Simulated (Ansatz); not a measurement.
System: As2, net charge 1, doublet state. 
Structure (B3LYP-D3(BJ)/def2-TZVP (Ansatz, a first-principles code) minimum search):
```
As
As 1 2.2054
```
Charge +1, spin multiplicity 2.

Basis-set convergence of Hartree-Fock and CCSD correlation energies (hartree) with Ansatz. Cores are frozen in the correlated levels unless marked. Open shells are spin-unrestricted. Spin-orbit coupling is left out. The frozen core is the preceding noble-gas configuration, with the filled d and f shells of earlier blocks. No relativistic terms.

The UHF reference is spin-contaminated (<S^2> 0.58 over the pure value in the largest basis). The T1 diagnostic of CCSD in the largest basis is 0.095, which is high, so the coupled-cluster rows are less sure than usual.

| basis | functions | E(HF) | E(corr, CCSD) |
|---|---|---|---|
| cc-pVDZ | 54 | -4468.04215 | -0.18326 |
| cc-pVTZ | 86 | -4468.18912 | -0.21901 |
| cc-pVQZ | 136 | -4468.19508 | -0.23034 |
| cc-pV5Z | 208 | -4468.19574 | -0.23494 |

Extrapolating the two largest sets (X = 4 and 5) as X^-3: E(corr) = (125·(-0.23494) - 64·(-0.23034))/61 = -0.2398 Eh, an estimate of the basis-set limit. The largest set recovers 98.0 % of it, the smallest 76.4 %.
